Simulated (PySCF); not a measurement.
# Hartree-Fock beside MP2: AlClH2NO anion

All numbers below are calculated, not measured. The program is PySCF 2.14.0, an open-source quantum chemistry code, run on an isolated molecule that a program drew, which may never have been made. The molecule is AlClH2NO anion (charge -1, singlet), drawn as the SMILES string `[NH2][Al]([O-])[Cl]`.

The geometry was optimised and harmonic frequencies were computed with HF and MP2, all in the aug-cc-pV(D+d)Z basis, for the commonest isotopes, with a restricted reference for singlets and an unrestricted one otherwise, and a frozen core in MP2. Each result is a local minimum of its method.

Geometry at the HF minimum:
```xyz
6
AlClH2NO anion, angstrom
N     0.8269    0.2379    0.1898
Al   -0.4100    1.3436   -0.5176
O    -0.8129    2.8504   -0.1186
Cl   -1.3187    0.1341   -2.1473
H     1.0180   -0.6921   -0.1170
H     1.4154    0.4931    0.9549
```

Lengths of the bonds as drawn, in Å (atoms numbered as above):
```
   bond     HF    MP2
 N1-Al2  1.804  1.827
 Al2-O3  1.610  1.663
Al2-Cl4  2.224  2.231
  N1-H5  0.998  1.014
  N1-H6  0.998  1.014
```

Rotational constants, in GHz:
| constant | HF | MP2 |
|---|---|---|
| A | 6.31 | 6.095 |
| B | 3.18 | 3.134 |
| C | 2.115 | 2.07 |

Harmonic frequencies in cm^-1, each column in rising order, so a row needn't be the same motion in every method:
| rank | HF | MP2 |
|---|---|---|
| 1 | 197 | 170 |
| 2 | 247 | 184 |
| 3 | 278 | 219 |
| 4 | 313 | 272 |
| 5 | 398 | 387 |
| 6 | 420 | 406 |
| 7 | 720 | 666 |
| 8 | 738 | 692 |
| 9 | 1091 | ? |
| 10 | 1670 | 1537 |
| 11 | 3790 | 3589 |
| 12 | 3889 | 3708 |

**Estimate the missing MP2 frequency from the HF column.**

A single factor s that minimises the squared misfit of MP2 against s times HF over the other rows is sum(HF x MP2) / sum(HF^2) = 0.9464, with an rms misfit of 28 cm^-1. For rank 9 it gives 0.9464 x 1091 = 1033 cm^-1. The calculation gives 962 cm^-1, 71 cm^-1 below the estimate. The drawn bonds are on average 1.6 % longer in MP2 than in HF.
